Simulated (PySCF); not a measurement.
# Electron correlation in Ge²⁺ (germanium, charge +2)

[Ar] 3d10 4s2, closed-shell 1S. Calculation: PySCF 2.14, in aug-cc-pVDZ-PP with ECP10MDF (5s4p3d, 32 functions); a scalar-relativistic core potential. Frozen: 3s2 3p6 3d10; 2 electrons correlated.

Total MP2 correlation energy: -25.50 mhartree.

Same-spin part 0.00 and opposite-spin part -25.50 mhartree; SCS-MP2 scales them by 1/3 and 6/5 to -30.60 mhartree.

With two correlated electrons CCSD is exact within the correlated space (frozen core and kept virtual orbitals).

```tsv
level	correlation energy (mhartree)
CCSD	-37.78
```

Diagnostics: T1 = 0.0031, D1 = 0.0044, largest double amplitude 0.102.

Cost of the coupled-cluster step: 0.09 s of wall time on 1 thread of Neoverse-N1 (shared host), for 2 correlated electrons.
